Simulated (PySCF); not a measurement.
## How methods differ on the excitation energy of Co⁺

Co⁺ [Ar] 3d8 (3F) → Co⁺ [Ar] 3d7 4p1 (high-spin determinant), as a difference of total energies. Computed with PySCF 2.14 in aug-cc-pVTZ-DK, with the spin-free X2C one-electron Hamiltonian (Gaussian nucleus). Correlated levels: valence: [Ar] frozen. The calculations carry no spin-orbit coupling.

```tsv
method	excitation energy (cm⁻¹)
UHF	27718
MP2 (valence)	46554
SCS-MP2 (valence)	46915
CCSD (valence)	42067
CCSD(T) (valence)	43131
```

The determinant of the upper state mixes LS terms, which raises its energy above the lowest term, most at the Hartree-Fock and MP2 levels.
